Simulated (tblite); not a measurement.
Species: C₄H₁₂BNSi.
SMILES with atom numbers: `[CH2:1]=[CH:2][CH2:3][NH:4][SiH2:5][BH:6][CH3:7]` (hydrogens: H8, H9 on C1; H10 on C2; H11, H12 on C3; H13 on N4; H14, H15 on Si5; H16 on B6; H17, H18, H19 on C7)

Computed with GFN2-xTB (tblite), gas phase: L-BFGS steps from a force-field or distance-geometry start until the largest atomic force falls under 0.01 eV/Å.

Step 61: E = -558.4158 eV
```
atom  x, y, z in Å  |  force x, y, z in eV/Å
C1     -2.4800    1.0164    0.9460   -0.004  -0.016   0.022
C2     -2.7857   -0.2429    0.6962    0.034  -0.008   0.006
C3     -1.9171   -1.2058   -0.0677   -0.028  -0.003  -0.002
N4     -0.7124   -0.6375   -0.6037   -0.021  -0.004   0.010
Si5     0.8181   -0.7065    0.1898    0.013   0.006   0.029
B6      1.9623    0.7439   -0.4489    0.060   0.020   0.004
C7      3.4852    0.7748   -0.0728    0.034   0.005  -0.015
H8     -3.1374    1.6639    1.5001   -0.020   0.005  -0.004
H9     -1.5495    1.4521    0.6184   -0.020  -0.023   0.014
H10    -3.7229   -0.6627    1.0416    0.040   0.005  -0.020
H11    -2.5156   -1.6393   -0.8818   -0.054   0.002  -0.034
H12    -1.6392   -2.0309    0.5945    0.021   0.027   0.001
H13    -0.9186    0.1412   -1.2100    0.008  -0.004  -0.001
H14     1.3000   -2.0885   -0.0447   -0.002  -0.003   0.007
H15     0.6272   -0.6745    1.6631   -0.010   0.015   0.004
H16     1.5483    1.6595   -1.0606    0.010   0.000  -0.008
H17     4.1191    1.2289   -0.8340   -0.009  -0.013  -0.023
H18     3.6003    1.4106    0.8093   -0.047  -0.024   0.001
H19     3.9080   -0.1934    0.1882   -0.005   0.013   0.010
```

Step 62: E = -558.4164 eV
```
atom  x, y, z in Å  |  force x, y, z in eV/Å
C1     -2.4825    1.0152    0.9503   -0.003  -0.011   0.028
C2     -2.7873   -0.2433    0.6954    0.031  -0.003   0.014
C3     -1.9187   -1.2049   -0.0697   -0.013   0.001  -0.018
N4     -0.7123   -0.6371   -0.6029   -0.011   0.013   0.001
Si5     0.8179   -0.7028    0.1930   -0.012   0.040   0.032
B6      1.9642    0.7451   -0.4511    0.054   0.015   0.002
C7      3.4869    0.7744   -0.0740    0.035  -0.001  -0.014
H8     -3.1401    1.6597    1.5085   -0.013  -0.003  -0.014
H9     -1.5522    1.4533    0.6249   -0.024  -0.028   0.010
H10    -3.7235   -0.6650    1.0409    0.034   0.006  -0.022
H11    -2.5153   -1.6375   -0.8861   -0.052   0.007  -0.020
H12    -1.6416   -2.0303    0.5921    0.021   0.017   0.005
H13    -0.9166    0.1357   -1.2184    0.013  -0.015   0.019
H14     1.3019   -2.0829   -0.0399    0.005  -0.026   0.008
H15     0.6229   -0.6688    1.6670   -0.005   0.015  -0.019
H16     1.5528    1.6571   -1.0701    0.008  -0.004  -0.004
H17     4.1247    1.2267   -0.8330   -0.018  -0.008  -0.030
H18     3.6018    1.4095    0.8086   -0.048  -0.023   0.006
H19     3.9071   -0.1948    0.1873   -0.003   0.009   0.016
```

Step 63: E = -558.4171 eV
```
atom  x, y, z in Å  |  force x, y, z in eV/Å
C1     -2.4863    1.0134    0.9557   -0.002  -0.005   0.030
C2     -2.7887   -0.2444    0.6949    0.018   0.003   0.019
C3     -1.9200   -1.2039   -0.0717    0.011   0.004  -0.033
N4     -0.7122   -0.6355   -0.6015    0.006   0.028  -0.009
Si5     0.8180   -0.6971    0.1965   -0.034   0.064   0.020
B6      1.9672    0.7472   -0.4551    0.028   0.003   0.000
C7      3.4892    0.7731   -0.0759    0.027  -0.009  -0.009
H8     -3.1458    1.6544    1.5165   -0.005  -0.012  -0.021
H9     -1.5564    1.4546    0.6337   -0.021  -0.028   0.005
H10    -3.7240   -0.6683    1.0389    0.017   0.001  -0.019
H11    -2.5149   -1.6357   -0.8908   -0.043   0.016   0.002
H12    -1.6429   -2.0292    0.5898    0.017   0.003   0.007
H13    -0.9149    0.1319   -1.2245    0.017  -0.021   0.034
H14     1.3059   -2.0754   -0.0348    0.007  -0.040   0.010
H15     0.6198   -0.6614    1.6706   -0.001   0.017  -0.033
H16     1.5586    1.6547   -1.0827    0.011  -0.007   0.001
H17     4.1322    1.2220   -0.8319   -0.019   0.001  -0.035
H18     3.6015    1.4066    0.8079   -0.041  -0.015   0.010
H19     3.9038   -0.1977    0.1872    0.007  -0.001   0.021
```

**Question.** Estimate the geometry and energy of step 64. (The exact step hangs on the optimiser's Hessian estimate; all steps are aligned on step 63, rigid shifts and turns removed.)

**Answer.** E = -558.4179 eV, largest force 0.075 eV/Å
```
atom  x, y, z in Å  |  force x, y, z in eV/Å
C1     -2.4917    1.0114    0.9617    0.000  -0.003   0.027
C2     -2.7900   -0.2459    0.6947    0.001   0.005   0.018
C3     -1.9207   -1.2030   -0.0735    0.032   0.006  -0.033
N4     -0.7121   -0.6329   -0.5997    0.023   0.029  -0.013
Si5     0.8186   -0.6898    0.1992   -0.039   0.064  -0.003
B6      1.9713    0.7497   -0.4610   -0.006  -0.011  -0.001
C7      3.4918    0.7705   -0.0781    0.010  -0.016  -0.003
H8     -3.1552    1.6484    1.5225    0.002  -0.017  -0.021
H9     -1.5621    1.4561    0.6442   -0.014  -0.023   0.000
H10    -3.7246   -0.6725    1.0354   -0.005  -0.007  -0.013
H11    -2.5146   -1.6342   -0.8946   -0.026   0.025   0.025
H12    -1.6427   -2.0277    0.5883    0.011  -0.009   0.001
H13    -0.9143    0.1317   -1.2261    0.017  -0.014   0.032
H14     1.3126   -2.0672   -0.0301   -0.002  -0.034   0.013
H15     0.6187   -0.6527    1.6724    0.000   0.019  -0.030
H16     1.5658    1.6525   -1.0974    0.016  -0.008   0.003
H17     4.1409    1.2154   -0.8308   -0.015   0.010  -0.032
H18     3.5994    1.4018    0.8076   -0.027  -0.004   0.010
H19     3.8989   -0.2023    0.1881    0.021  -0.010   0.021
```

The energy changes by -0.0007 eV. The first-order estimate −F·Δx gives -0.0010 eV and the mean of the old and new forces, exact on a quadratic surface, -0.0007 eV. The step makes an angle of 80° with the force vector and moves no atom by more than 0.017 Å.

What follows is the cost of the whole relaxation. Hardware: Intel Xeon at 2.70 GHz, one thread, no GPU, shared host. Cost: 1.3 s of wall time.
